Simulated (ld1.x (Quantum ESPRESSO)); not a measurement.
# Configuration tests for Ag (Z = 47) (TM)

| Property | Result |
| --- | --- |
| Element | silver (Ag) |
| Generator | ld1.x (Quantum ESPRESSO) 7.5 |
| Type | norm-conserving Troullier–Martins (Kleinman–Bylander form) |
| Functional | PBEsol |
| Relativity | scalar-relativistic |
| Frozen core | [Ar] 3d10 4s2 |
| Valence charge | 17 |
| Reference configuration | 4p6 4d10 5s0 5p0 (charge +1) |
| Partial waves | 4p (bound): rc 1.15 bohr; 4d (bound): rc 1.45 bohr; 5s (bound, empty): rc 1.75 bohr |
| Local potential | the s channel |
| Core correction | Bessel-smoothed model core inside 0.75 bohr |

Energies are relative to the spin-unpolarised reference configuration 4p6 4d10 5s0 5p0; without spin polarisation the order of configurations can differ from experiment. The frozen-core shift is the all-electron ΔE with the core orbitals held at their reference shape minus the fully relaxed ΔE.

```json
{"valence configuration": "4p6 4d10 5s1 5p0", "charge": "0", "ΔE all-electron (eV)": "-7.745", "error AE − PS (meV)": "-1.8", "frozen-core shift (meV)": "-1.7"}
{"valence configuration": "4p6 4d9 5s0 5p0", "charge": "+2", "ΔE all-electron (eV)": "22.113", "error AE − PS (meV)": "-84", "frozen-core shift (meV)": "+4.1"}
{"valence configuration": "4p6 4d8 5s0 5p0", "charge": "+3", "ΔE all-electron (eV)": "58.295", "error AE − PS (meV)": "-405", "frozen-core shift (meV)": "+34"}
{"valence configuration": "4p6 4d10 5s0 5p1", "charge": "0", "ΔE all-electron (eV)": "-3.816", "error AE − PS (meV)": "-363", "frozen-core shift (meV)": "-0.9"}
{"valence configuration": "4p6 4d9 5s1 5p1", "charge": "0", "ΔE all-electron (eV)": "0.862", "error AE − PS (meV)": "-636", "frozen-core shift (meV)": "+1.6"}
```

(1) What are ΔE and the potential's error for 4p6 4d9 5s1 5p0?

(2) What are ΔE and the potential's error for 4p5 4d10 5s1 5p0?

## Answers

(1) ΔE = 5.419 eV all-electron; the error (AE − PS) is -69 meV.

(2) ΔE = 57.448 eV all-electron; the error (AE − PS) is -257 meV.

A variational frozen-core shift is positive and of second order in the change. This column holds negative values, so the frozen-core run of ld1.x carries numerical noise or an error of first order here, and the column gives no more than the rough size of the effect.
